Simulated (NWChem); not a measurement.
System: CH6ClNSi; SMILES [SiH2](Cl)CN

Excerpt of the output:

```
             Northwest Computational Chemistry Package (NWChem) 7.3.0
             --------------------------------------------------------

                             Geometry "geometry" -> ""
                             -------------------------

 Output coordinates in angstroms (scale by  1.889725989 to convert to a.u.)

  No.       Tag          Charge          X              Y              Z
 ---- ---------------- ---------- -------------- -------------- --------------
    1 N                    7.0000    -0.10037100     2.61379500     0.00000000
    2 C                    6.0000    -0.71401000     1.29083800     0.00000000
    3 Si                  14.0000     0.58550700    -0.07775700     0.00000000
    4 Cl                  17.0000    -0.24866000    -1.98290600     0.00000000
    5 H                    1.0000     0.48710900     2.75651200     0.81914200
    6 H                    1.0000     0.48710900     2.75651200    -0.81914200
    7 H                    1.0000    -1.37597200     1.18925400    -0.87624000
    8 H                    1.0000    -1.37597200     1.18925400     0.87624000
    9 H                    1.0000     1.44642000     0.05652800     1.21274200
   10 H                    1.0000     1.44642000     0.05652800    -1.21274200

 Effective nuclear repulsion energy (a.u.)     211.1174296439

                                 NWChem DFT Module
                                 -----------------

 Summary of "ao basis" -> "ao basis" (spherical)
 ------------------------------------------------------------------------------
       Tag                 Description            Shells   Functions and Types
 ---------------- ------------------------------  ------  ---------------------
 N                          def2-svp                 6       14   3s2p1d
 C                          def2-svp                 6       14   3s2p1d
 Si                         def2-svp                 8       18   4s3p1d
 Cl                         def2-svp                 8       18   4s3p1d
 H                          def2-svp                 3        5   2s1p

 in cosmo_initialize ...
 calling solv_data for solv:h2o

 solvent parameters
 solvname_short: h2o
 solvname_long:  water
 dielec:       78.4000
 dielecinf:     1.7769
 aqueous SMD model solvent descriptors
 dielec:       78.4000
 sola:          0.8200

[...]

                                COSMO-SMD solvation results
                                ---------------------------

             internal energy in gas <Psi(g)|H|Psi(g)> =      -845.925395059858
         internal energy in solvent <Psi(s)|H|Psi(s)> =      -845.924428365515
                               delta internal energy  =         0.000966694344 (    0.61 kcal/mol)
   total free energy in solvent <Psi(s)|H+V/2|Psi(s)> =      -845.933614454078
 polarization energy contribution <Psi(s)|V/2|Psi(s)> =        -0.009186088563 (   -5.76 kcal/mol)
    total free energy in solvent including G(SMD-CDS) =      -845.929204873266
                       G(SMD-CDS) energy contribution =         0.004409580812 (    2.77 kcal/mol)
     1 M fixed-concentration free energy of solvation =        -0.003809813408 (   -2.39 kcal/mol)

                       DFT Final Molecular Orbital Analysis
                       ------------------------------------

 Vector   23  Occ=2.000000D+00  E=-3.199235D-01
              MO Center= -1.3D-01, -1.2D+00,  2.1D-08, r^2= 3.5D+00
   Bfn.  Coefficient  Atom+Function         Bfn.  Coefficient  Atom+Function
  ----- ------------  ---------------      ----- ------------  ---------------
    57      0.554583   4 Cl px               54      0.408457   4 Cl px
    51      0.238112   4 Cl px               58     -0.166169   4 Cl py
    17      0.160473   2 C  s                 4     -0.142343   1 N  px
    55     -0.117770   4 Cl py                7      0.105278   1 N  px
     3     -0.099377   1 N  s                85     -0.099376   9 H  s

 Vector   24  Occ=2.000000D+00  E=-3.075887D-01
              MO Center=  2.9D-01, -1.2D+00, -6.6D-09, r^2= 3.1D+00
   Bfn.  Coefficient  Atom+Function         Bfn.  Coefficient  Atom+Function
  ----- ------------  ---------------      ----- ------------  ---------------
    59      0.539203   4 Cl pz               56      0.392081   4 Cl pz
    53      0.228253   4 Cl pz               85     -0.219229   9 H  s
    90      0.219229  10 H  s                86     -0.184169   9 H  s
    91      0.184169  10 H  s                38     -0.155173   3 Si pz
    35      0.080574   3 Si pz               45      0.067597   3 Si d  1

 Vector   25  Occ=2.000000D+00  E=-2.278258D-01
              MO Center= -2.3D-01,  2.0D+00, -2.8D-10, r^2= 2.7D+00
   Bfn.  Coefficient  Atom+Function         Bfn.  Coefficient  Atom+Function
  ----- ------------  ---------------      ----- ------------  ---------------
     4      0.354776   1 N  px                5     -0.333033   1 N  py
     8      0.325390   1 N  py                7     -0.285067   1 N  px
    31      0.234537   3 Si s                17      0.196770   2 C  s
    19     -0.172385   2 C  py               58     -0.160441   4 Cl py
    18      0.154546   2 C  px               36     -0.147937   3 Si px

 Vector   26  Occ=0.000000D+00  E= 1.987134D-02
              MO Center=  6.3D-01,  2.9D-01, -1.3D-09, r^2= 4.6D+00
   Bfn.  Coefficient  Atom+Function         Bfn.  Coefficient  Atom+Function
  ----- ------------  ---------------      ----- ------------  ---------------
    40      0.950014   3 Si py                3     -0.505587   1 N  s
    50      0.482973   4 Cl s                58      0.450102   4 Cl py
    17     -0.375740   2 C  s                66      0.322639   5 H  s
    71      0.322639   6 H  s                37      0.282596   3 Si py
    57      0.266384   4 Cl px               31     -0.234986   3 Si s

[...]
```

Level: B3LYP/def2-SVP, SMD on the gas-phase geometry. Coordinates come from a PBE0/def2-SVP optimisation. B3LYP is NWChem's, with the RPA form of VWN correlation. Solvent: water.

### Question
Which NWChem input produces such a log?

### Answer
One answer among several that fit: the input that was run:
```
start job
memory heap 200 mb stack 900 mb global 1100 mb
geometry units angstroms noautosym nocenter noautoz
  N     -0.100371     2.613795     0.000000
  C     -0.714010     1.290838     0.000000
  Si     0.585507    -0.077757     0.000000
  Cl    -0.248660    -1.982906     0.000000
  H      0.487109     2.756512     0.819142
  H      0.487109     2.756512    -0.819142
  H     -1.375972     1.189254    -0.876240
  H     -1.375972     1.189254     0.876240
  H      1.446420     0.056528     1.212742
  H      1.446420     0.056528    -1.212742
end
basis spherical
  N library def2-svp
  C library def2-svp
  Si library def2-svp
  Cl library def2-svp
  H library def2-svp
end
dft
  xc b3lyp
  iterations 150
end
cosmo
  do_cosmo_smd true
  solvent water
end
task dft energy
```
